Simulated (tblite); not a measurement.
Start geometry of `C[SiH2]O[SiH](O[SiH3])O[SiH3]` from a force field or distance geometry (Å):
```
atom  x, y, z in Å
C1     3.492    0.492    0.587
Si2    2.027    0.141   -0.519
O3     0.532    0.326    0.255
Si4   -0.730   -0.037   -0.853
O5    -1.998   -0.959   -0.161
Si6   -1.527   -2.182    0.888
O7    -1.478    1.403   -1.433
Si8   -2.684    1.857   -0.294
H9     3.367    0.104    1.629
H10    4.372    0.029    0.101
H11    3.718    1.569    0.674
H12    2.195    0.993   -1.695
H13    2.174   -1.250   -0.997
H14   -0.070   -0.750   -1.974
H15   -1.118   -1.560    2.150
H16   -2.703   -3.024    1.195
H17   -0.478   -3.059    0.387
H18   -2.334    1.375    1.055
H19   -2.800    3.313   -0.316
H20   -3.961    1.229   -0.684
```

**Question.** What comes out of this run: GFN2-xTB geometry optimisation, gas phase (tblite)?

**Answer.** 
```
atom  x, y, z in Å
C1     2.105    0.538    0.854
Si2    2.232   -0.117   -0.922
O3     0.785   -0.125   -1.667
Si4   -0.814   -0.267   -1.565
O5    -1.217   -1.499   -0.601
Si6   -1.055   -2.127    0.881
O7    -1.429    1.103   -0.980
Si8   -1.933    1.981    0.283
H9     1.462   -0.096    1.461
H10    3.076    0.582    1.337
H11    1.684    1.541    0.869
H12    3.029    0.762   -1.780
H13    2.712   -1.504   -0.938
H14   -1.358   -0.519   -2.875
H15   -1.327   -1.106    1.898
H16   -2.056   -3.190    0.887
H17    0.311   -2.636    1.030
H18   -0.978    1.885    1.391
H19   -1.992    3.335   -0.261
H20   -3.241    1.471    0.695
```

The energy falls by 174.7 kJ/mol over 286 L-BFGS steps, the largest force on an atom goes from 3.06 to 0.008 eV/Å, and the atoms move by 1.259 Å rms after alignment. Among the bonds, O3–Si4 and Si4–O7 change most and about equally (-0.111 to -0.110 Å). Bonds longer at the end by more than 0.005 Å: 2 of 19; shorter: 14. Among the angles that change most is Si4–O7–Si8, from 107.6° to 149.6°. Among the dihedrals that turn most is Si2–O3–Si4–O7, from -103° to 77°. Rotational constants go from 1193, 660.4, 476.5 to 998.7, 786.0, 625.1 MHz. The orientation of the end geometry is arbitrary; only internal coordinates are fixed.

Its GFN2-xTB frequencies are all real (lowest 24 cm⁻¹). One conformer, not necessarily the lowest. 3 starts were optimised and ended at 0.00, 0.30 and 0.37 kcal/mol (GFN2-xTB); the lowest of these is shown.

These are computed values.
